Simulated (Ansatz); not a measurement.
GaAs2 (the lowest doublet isomer of a short search), 3 atoms. Hardware: 4 threads of Arm Neoverse V1 on a shared host.

The 6-31G sets use Cartesian d functions. Correlated methods freeze 27 core orbitals; core or outer-core shells of Ga, As are correlated, in sets that lack core-valence functions.

(1) How many basis functions does each of these Ansatz runs have, and roughly what does it cost? r2SCAN-D4/def2-TZVPD, charge -1 singlet at the geometry of the charge 0 doublet, energy, from earlier orbitals; RPA@PBE/def2-TZVP, charge 0 quartet, energy, from earlier orbitals; r2SCANh-D4/def2-TZVP, charge 0 quartet, energy, from earlier orbitals; PBE0-D4/def2-TZVP, charge 1 triplet at the geometry of the charge 0 doublet, energy; r2SCAN-D4/def2-TZVP, charge 0 quartet, energy, from earlier orbitals; r2SCAN-D4/def2-TZVP, charge 0 quartet, relaxation, 5 steps; RPA@PBE/def2-TZVP, charge 0 doublet, energy, from earlier orbitals; PBE0-D4/def2-TZVPD, charge 0 doublet, energy, from earlier orbitals; CAM-B3LYP-D4/def2-TZVP, charge 0 quartet, energy, from earlier orbitals; HF/STO-3G, charge 0 doublet, energy; HF/6-31G, charge 0 doublet, energy; HF/STO-3G, charge 0 quartet, energy.

Results:

(1) Other jobs shared the machine, so times can vary by a factor of up to 3. A dash marks memory too small to be measured apart from the calling script's.

| run | functions | fitting or Cholesky vectors | wall time | peak host memory (GiB) |
| --- | --- | --- | --- | --- |
| HF/STO-3G, charge 0 doublet, energy | 54 | 528 | 2.2 s | – |
| HF/6-31G, charge 0 doublet, energy | 87 | 759 | 2.4 s | – |
| HF/STO-3G, charge 0 quartet, energy | 54 | 528 | 3.5 s | – |
| RPA@PBE/def2-TZVP, charge 0 quartet, energy, from earlier orbitals | 144 | 974 | 3.8 s | – |
| RPA@PBE/def2-TZVP, charge 0 doublet, energy, from earlier orbitals | 144 | 974 | 3.8 s | – |
| r2SCAN-D4/def2-TZVPD, charge -1 singlet at the geometry of the charge 0 doublet, energy, from earlier orbitals | 162 | 1190 | 4.5 s | – |
| PBE0-D4/def2-TZVP, charge 1 triplet at the geometry of the charge 0 doublet, energy | 144 | 974 | 5.5 s | – |
| CAM-B3LYP-D4/def2-TZVP, charge 0 quartet, energy, from earlier orbitals | 144 | 974 | 6 s | – |
| PBE0-D4/def2-TZVPD, charge 0 doublet, energy, from earlier orbitals | 162 | 1030 | 6.5 s | – |
| r2SCAN-D4/def2-TZVP, charge 0 quartet, energy, from earlier orbitals | 144 | 1114 | 7 s | – |
| r2SCANh-D4/def2-TZVP, charge 0 quartet, energy, from earlier orbitals | 144 | 974 | 9 s | – |
| r2SCAN-D4/def2-TZVP, charge 0 quartet, relaxation, 5 steps | 144 | 1114 | 22 s | – |
